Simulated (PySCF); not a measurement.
Task: What does the GFN2-xTB structure of InChI=1S/C3H2F6/c4-2(5,6)1-3(7,8)9/h1H2 look like in three dimensions?

Result: 
```
atom  x, y, z in Å
F1     2.3059   -0.0499   -0.7414
C2     1.1693    0.4769   -0.2663
F3     1.4609    1.0242    0.9136
F4     0.8264    1.4656   -1.0920
C5     0.0992   -0.6063   -0.1659
C6    -1.2324   -0.0856    0.3673
F7    -1.7649    0.8570   -0.4106
F8    -1.1328    0.4193    1.5970
F9    -2.1214   -1.0862    0.4293
H10    0.4607   -1.3891    0.5059
H11   -0.0655   -1.0231   -1.1627
```

Any rigid rotation of these coordinates is as good. Atoms count from 1 in this order. Of the pairs four or more bonds apart, F4···F7 is among the closest relative to their van der Waals radii: 2.75 Å, 93 % of the sum of Bondi's values.

Bonds between heavy atoms (Å): F1–C2 1.340, C2–F3 1.333, C2–F4 1.333, C2–C5 1.526, C5–C6 1.526, C6–F7 1.333, C6–F8 1.333, C6–F9 1.340.

The geometry is computed with GFN2-xTB (gas phase).

Point group: C2v (every atom within 0.08 Å of its image). Not checked by GFN2-xTB frequencies.
